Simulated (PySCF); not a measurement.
# Cu(3+) (copper, charge +3) across methods

[Ar] 3d8, high-spin 3F determinant. Calculation: PySCF 2.14, in aug-cc-pVTZ-PP with ECP10MDF (6s6p5d3f2g, 88 functions); a scalar-relativistic core potential.

| method | E (hartree) | mean ε 3p β (eV) | mean ε 3d α (eV) | mean ε 3d β (eV) | Σ⟨r²⟩ (bohr²) | ⟨S²⟩ |
| --- | --- | --- | --- | --- | --- | --- |
| PBE0 | -194.8571 | -121.46 | -53.493 | -51.307 | 12.28 | 2.001 |
| PW91 | -194.9528 | -116.38 | -50.365 | -48.440 | 12.37 | 2.001 |
| LDA | -194.4499 | -116.51 | -50.547 | -48.223 | 12.44 | 2.001 |
| r2SCANh | -194.8152 | -120.35 | -51.809 | -49.754 | 12.26 | 2.001 |
| PBE | -194.8726 | -116.27 | -50.268 | -48.295 | 12.37 | 2.001 |
| UHF | -194.05331 | -135.75 | -62.131 | -59.258 | 12.13 | 2.003 |
| PBEsol | -194.6171 | -116.18 | -50.228 | -48.080 | 12.39 | 2.001 |
| r2SCAN | -194.8181 | -118.56 | -50.540 | -48.568 | 12.28 | 2.001 |
| HSE06 | -194.8500 | -121.03 | -53.062 | -50.876 | 12.29 | 2.001 |

Energies and moments cover only the electrons outside the core potential.
